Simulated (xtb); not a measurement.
TaCl5, SMILES [Cl][Ta]([Cl])([Cl])([Cl])[Cl], multiplicity 1. All values are semi-empirical tight-binding results from xtb (GFN2-xTB unless named), good for trends rather than for accurate numbers. Coordinates come from a GFN2-xTB optimisation. The spin state was assumed, not searched. The isomer is the one that the SMILES or the coordinates give; other isomers of the formula were not compared.

For metal compounds this method's bond lengths and energies can be far off.

Q: Estimate the properties. (An estimate is asked for; the answer gives what the named calculation found.)

A: 
```json
{
  "point_group_as_xtb_finds_it": "D3h",
  "orbital_gap": "2.84 eV",
  "zero_point_energy": "3.1 kcal/mol",
  "G − E(el) at 298.15 K (modified RRHO)": "-20.2 kcal/mol"
}
```
